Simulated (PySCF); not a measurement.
C3, SMILES [C]=C=[C], CAM-B3LYP/def2-SVP optimised geometry.

```
3

C      1.29     0.00     0.00
C      0.00     0.00     0.00
C     -1.29     0.00     0.00
```

Density from CAM-B3LYP/def2-TZVP (PySCF) at that geometry.

Minimum of the electron density along straight lines between bonded atoms, close to the bond critical point (lines longer than 1.1 times the sum of covalent radii, or with two minima, are not listed):

```
bond   length / Å  ρ at the minimum / e bohr⁻³  ∇²ρ there / e bohr⁻⁵  position (fraction from the first atom)
-----  ----------  ---------------------------  --------------------  ---------------------------------------
C1–C2       1.289                        0.393                 -1.35                                     0.51
C2–C3       1.289                        0.393                 -1.35                                     0.49
```
